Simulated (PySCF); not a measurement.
A calculated (M06-L, PySCF 2.14, def2-TZVP, no relativity, point nucleus) atom or ion has these occupied shells.

```json
{"shell": "1s α", "electrons": "1", "orbital energy (eV)": "-6412.4", "rms radius, mean of both spins (bohr)": "0.0713"}
{"shell": "1s β", "electrons": "1", "orbital energy (eV)": "-6412.3", "rms radius, mean of both spins (bohr)": "0.0713"}
{"shell": "2s α", "electrons": "1", "orbital energy (eV)": "-760.27", "rms radius, mean of both spins (bohr)": "0.305"}
{"shell": "2s β", "electrons": "1", "orbital energy (eV)": "-757.20", "rms radius, mean of both spins (bohr)": "0.305"}
{"shell": "2p α", "electrons": "3", "orbital energy (eV)": "-651.23", "rms radius, mean of both spins (bohr)": "0.275"}
{"shell": "2p β", "electrons": "3", "orbital energy (eV)": "-648.97", "rms radius, mean of both spins (bohr)": "0.275"}
{"shell": "3s α", "electrons": "1", "orbital energy (eV)": "-107.48", "rms radius, mean of both spins (bohr)": "0.923"}
{"shell": "3s β", "electrons": "1", "orbital energy (eV)": "-100.05", "rms radius, mean of both spins (bohr)": "0.923"}
{"shell": "3p α", "electrons": "3", "orbital energy (eV)": "-75.778", "rms radius, mean of both spins (bohr)": "0.989"}
{"shell": "3p β", "electrons": "3", "orbital energy (eV)": "-68.538", "rms radius, mean of both spins (bohr)": "0.989"}
{"shell": "3d α", "electrons": "5", "orbital energy (eV)": "-25.746", "rms radius, mean of both spins (bohr)": "1.24"}
```

Name the element and its charge.

Mn(2+) (manganese, charge +2), in [Ar] 3d5, high-spin 6S determinant.
